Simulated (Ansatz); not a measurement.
Input file for Ansatz (a program for electronic structure): R-PBE0/def2-TZVPP on CH4Se2 (SMILES C[Se][SeH]), a point of a torsion scan.

Ansatz 0.2 input:
```yaml
crystal:
  periodic: [false, false, false]
  atoms:
    - {symbol: C, position_ang: [-1.11153106, -0.09188747, 0.03375671]}
    - {symbol: Se, position_ang: [0.59720227, 0.60795775, -0.65128431]}
    - {symbol: Se, position_ang: [-0.16613618, 2.06895468, -2.23525191]}
    - {symbol: H, position_ang: [-1.65832521, -0.56813357, -0.77540389]}
    - {symbol: H, position_ang: [-1.69142546, 0.72371331, 0.45687558]}
    - {symbol: H, position_ang: [-0.86956243, -0.81841955, 0.80318266]}
    - {symbol: H, position_ang: [-0.17968804, 1.14833495, -3.36718665]}
basis:
  gaussian:
    orbitals: def2-TZVPP
hamiltonian:
  xc: {name: PBE0}
scf: {lower_state_search: off}
```

Question: Give the final energy of this run.

Answer: -4843.0306 hartree.
